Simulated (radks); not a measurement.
Rb3+, 34 electrons, occupied as [Ar] 3d10 4s2 4p4. All-electron calculation, Dirac Kohn-Sham, PBE, spin-unpolarised, spherical densities, point nucleus; open shells fill j = l - 1/2 first. Program: a radial shooting solver on a logarithmic mesh with Libxc functionals. Some entries of the table are withheld. Estimate them.

orbital,occ.,eigenvalue (hartree),<1/r> (bohr^-1),r(max) (bohr)
1s1/2,2,-553.6043,37.88,0.02628
2s1/2,2,-75.07948,8.503,0.1496
2p1/2,2,-68.21950,8.473,0.1173
2p3/2,4,-65.98533,8.161,0.1207
3s1/2,2,-12.24846,2.825,0.4510
3p1/2,2,(1),2.713,(2)
3p3/2,4,(3),2.638,(4)
3d3/2,4,-5.15295,2.406,0.3914
3d5/2,6,-5.09577,2.387,0.3941
4s1/2,2,(5),0.9642,1.238
4p1/2,2,-1.74188,(6),1.356
4p3/2,2,-1.70233,(7),1.380

Answer. 
(1) 3p1/2 eigenvalue (hartree): -9.79006
(2) 3p1/2 r(max) (bohr): 0.4405
(3) 3p3/2 eigenvalue (hartree): -9.45402
(4) 3p3/2 r(max) (bohr): 0.4493
(5) 4s1/2 eigenvalue (hartree): -2.35000
(6) 4p1/2 <1/r> (bohr^-1): 0.8519
(7) 4p3/2 <1/r> (bohr^-1): 0.8347
